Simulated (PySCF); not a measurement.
C₄H₁₁ClSi, SMILES C[Si](C)(C)CCl, GFN2-xTB optimised geometry.

```
17

C      1.92    -0.69     0.00
Si     0.02    -0.69     0.00
C     -0.67    -1.51    -1.57
C     -0.67    -1.51     1.57
C     -0.54     1.16     0.00
Cl    -2.32     1.26     0.01
H      2.32    -0.18    -0.87
H      2.32    -0.19     0.88
H      2.31    -1.70    -0.01
H     -0.43    -2.57    -1.60
H     -0.25    -1.06    -2.47
H     -1.75    -1.42    -1.63
H     -0.41    -2.56     1.61
H     -1.75    -1.44     1.61
H     -0.28    -1.04     2.47
H     -0.20     1.70     0.88
H     -0.21     1.70    -0.88
```

Density from PySCF with CAM-B3LYP/def2-SVP at that geometry.

Minimum of the electron density along straight lines between bonded atoms, close to the bond critical point (lines longer than 1.1 times the sum of covalent radii, or with two minima, are not listed):

```
bond    length / Å  ρ at the minimum / e bohr⁻³  ∇²ρ there / e bohr⁻⁵  position (fraction from the first atom)
------  ----------  ---------------------------  --------------------  ---------------------------------------
C1–Si2       1.907                        0.110                  0.31                                     0.62
Si2–C3       1.904                        0.112                  0.31                                     0.38
Si2–C4       1.903                        0.112                  0.31                                     0.38
Si2–C5       1.927                        0.107                  0.32                                     0.38
C5–Cl6       1.786                        0.176                 -0.20                                     0.41
C1–H7        1.086                        0.272                 -0.98                                     0.63
C1–H8        1.086                        0.272                 -0.98                                     0.63
C1–H9        1.085                        0.272                 -0.98                                     0.63
C3–H10       1.085                        0.272                 -0.98                                     0.63
C3–H11       1.086                        0.272                 -0.98                                     0.63
C3–H12       1.086                        0.273                 -1.00                                     0.63
C4–H13       1.086                        0.272                 -0.98                                     0.63
C4–H14       1.086                        0.273                 -0.99                                     0.63
C4–H15       1.086                        0.272                 -0.98                                     0.63
C5–H16       1.087                        0.279                 -1.06                                     0.64
C5–H17       1.087                        0.279                 -1.06                                     0.64
```
